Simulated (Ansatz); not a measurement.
Seven cases of bond dissociation energy with Al to Br (electronic energies, kcal/mol); geometries: B3LYP-D3(BJ)/def2-TZVP. The cases were drawn at random from those of this class that have a high level and all functionals, leaving out states under which another spin lies or may lie. Left out are anions, K, Ca, elements past Kr, ionisation of Li, Na and Mg, pi-pi* triplets of linear molecules and other triplets made from a closed-shell parent. Runs that doubt their state, and full CI more than 15 mEh from coupled cluster, are set aside; a case stays where another high level and all functionals remain. AFQMC serves as high level only in triple zeta or larger, with a steady walk, a bar under 0.8 kcal/mol and agreement with other high levels or trials where they ran; where none ran, an unstable determinant or (outside 3d species) a high T1 diagnostic also bars it, so strongly correlated cases are thinned. No case was kept or dropped by the size of a functional's miss. High levels with a bar over 0.5 kcal/mol are left out too, and the seventh case lies inside the range of the six. Affinities count positive where energy is released, gaps as the second state minus the first. PBE0 is by Ansatz (a program for electronic structure) in def2-TZVPD. High levels (Ansatz): P = CCSD(T)/CBS(cc-pV(T+d)Z,cc-pV(Q+d)Z) + [CCSDT(Q) - CCSD(T)]/cc-pV(D+d)Z + core + X2C; Q = CCSD(T)/CBS(cc-pV(T+d)Z,cc-pV(Q+d)Z) + [CCSDT(Q) - CCSD(T)]/cc-pV(T+d)Z + core + X2C; R = CCSD(T)/CBS(cc-pVTZ,cc-pVQZ) + [CCSDT(Q) - CCSD(T)]/cc-pVTZ; S = CCSD(T)/CBS(cc-pVTZ,cc-pVQZ) + [CCSDT(Q) - CCSD(T)]/cc-pVTZ + [CCSDTQ - CCSDT(Q)]/cc-pVDZ. Open shells are spin-unrestricted; no spin-orbit coupling. Correlated methods leave the cores frozen (noble-gas shells, and filled d and f shells in the p block). Rows without X2C or -DK are non-relativistic. CBS(X,Y): correlation extrapolated as X^-3, Hartree-Fock from the larger set. A bracket is a step between two methods taken in the basis named. The functionals are non-relativistic, so their misses hold any scalar relativity. 'core' is core correlation in cc-pwCVTZ (1s frozen past Ne), 'X2C' scalar relativity in cc-pVTZ-DK, both at CCSD(T). Where a partner has so few electrons that a lower coupled-cluster level is exact, that level stands in. Spin-orbit terms, left out, reach several kcal/mol for Br and I, and more for heavier atoms.

```csv
case,PBE0,level,high level
"H4GeO (SMILES [OH][GeH3]) → H3GeO (SMILES [O][GeH3], doublet) + H (doublet)",117.4,S,124.1
"BAsH4 (SMILES B[AsH2]) → BAsH3 (SMILES [BH][AsH2], doublet) + H (doublet)",104.3,S,108.3
"H4GeO (SMILES [OH][GeH3]) → H3GeO (SMILES [OH][GeH2], doublet) + H (doublet)",84.5,S,89.0
"GeNH5 (SMILES [NH2][GeH3]) → GeNH4 (SMILES [NH][GeH3], doublet) + H (doublet)",110.5,R,115.5
"BNH3Br (SMILES B(Br)N) → BNH3 (SMILES [BH]N, doublet) + Br (doublet)",108.8,R,110.9
"SiH4S (SMILES [SiH3]S) → SiH3S (SMILES S[SiH2], doublet) + H (doublet)",89.3,Q,94.9
"SiH4S2 (bis(sulfanyl)silane, SMILES [SiH2](S)S) → SiH3S2 (SMILES [SiH2](S)[S], doublet) + H (doublet)",90.6,P,withheld
```

Question: Fit a straight line from PBE0 to the high level over the first six rows by least squares, predict the seventh, and compare with the calculation.

Answer: Means: PBE0 102.47, high level 107.12. Sxx = 827.173, Sxy = 833.443, slope 1.0076, intercept +3.87 kcal/mol; residual standard deviation 1.7 kcal/mol. Seventh row: 1.0076·(90.6) +3.87 = 95.2 kcal/mol. The calculation gave 95.0 kcal/mol: the line differs from it by +0.2, PBE0 itself by -4.4.
